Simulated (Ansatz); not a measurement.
`C#C[Se][SiH3]` + `[OH][GeH3]` → `[SiH3][O][GeH3]` + `C#C[SeH]` at 600 K and 1 bar (ligand exchange at the Si–Se bond).

Computed with Ansatz on PBE0-D4/def2-TZVP structures; ΔE is electronic, products minus reactants. CBS: MP2 limit from def2 TZ/QZ plus the TZ coupled-cluster correction, frozen cores. For Ge, Se outer-core shells are correlated without core-valence functions, which leaves a few kJ/mol of doubt a bond. Scalar relativity is left out up to krypton. One conformer a species, not always the lowest.

```
          species  CCSD(T)/CBS energy (Eh)  H − E (kJ/mol)  S (J/(mol·K))
  `C#C[Se][SiH3]`              -2768.23066           170.4          415.0
     `[OH][GeH3]`              -2153.69723           132.5          324.6
`[SiH3][O][GeH3]`              -2444.01593           192.8          424.7
       `C#C[SeH]`              -2477.92583           103.2          325.9
```

H − E and S are ideal-gas, rigid-rotor, harmonic terms from PBE0-D4/def2-TZVP, for one conformer and one mirror image of each species. 1 Eh = 2625.50 kJ/mol, R = 8.31446 J/(mol·K).

Question: By hand: ΔE, ΔH, ΔS and ΔG.

Answer: ΔE = (-2444.01593) + (-2477.92583) − (-2768.23066) − (-2153.69723) = -0.01387 Eh = -36.4 kJ/mol. Δ(H − E) = 192.8 + 103.2 − 170.4 − 132.5 = -6.9, so ΔH = -43.3 kJ/mol. ΔS = 424.7 + 325.9 − 415.0 − 324.6 = 11.0 J/(mol·K). ΔG = -43.3 − 600 × (11.0)/1000 = -49.9 kJ/mol.

Question: By hand: the equilibrium constant, and the temperature at which ΔG would vanish if ΔH and ΔS stayed fixed.

Answer: log₁₀ K = −ΔG/(RT ln 10) = 4.3. ΔH and −TΔS have one sign here, so there is no such temperature.

The number of gas molecules stays the same, so ΔS is small and ΔH decides. A doubt of 5 kJ/mol in ΔE shifts log₁₀ K by 0.4 here. Other conformers and mirror images would add mixing entropy, several J/(mol·K) or more a flexible species. Modes under 60 cm⁻¹, often nearly free rotors, make the harmonic entropy too high. These are equilibria of isolated gas molecules and say nothing of rates. Largest T1 diagnostic: 0.012 (customary marks: 0.02 for closed shells, 0.045 for open ones).

ΔS is within the doubt of such terms, so its sign, and with it that verdict, could turn.
